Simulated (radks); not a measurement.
Task: The germanium ion Ge+, 31 electrons, occupied as [Ar] 3d10 4s2 6s1 (not the ground configuration). All-electron calculation, Dirac Kohn-Sham, LDA (Slater exchange, Perdew-Wang correlation), spin-unpolarised, spherical densities, finite nucleus; Fermi nuclear charge, rms radius 4.0742 fm. Program: a radial shooting solver on a logarithmic mesh with Libxc functionals. Some entries of the table are withheld. Estimate them.

orbital,occ.,eigenvalue (eV),r(max) (bohr)
1s1/2,2,-10954.61,0.03077
2s1/2,2,-1385.516,(1)
2p1/2,2,(2),0.1392
2p3/2,4,(3),0.1421
3s1/2,2,-184.2899,0.5431
3p1/2,2,-134.8496,0.5374
3p3/2,4,-130.5588,0.5460
3d3/2,4,-46.4365,0.4998
3d5/2,6,-45.8471,0.5027
4s1/2,2,-26.2851,1.669
6s1/2,1,-3.4953,9.672

Result: 
(1) 2s1/2 r(max) (bohr): 0.1764
(2) 2p1/2 eigenvalue (eV): -1235.627
(3) 2p3/2 eigenvalue (eV): -1203.817
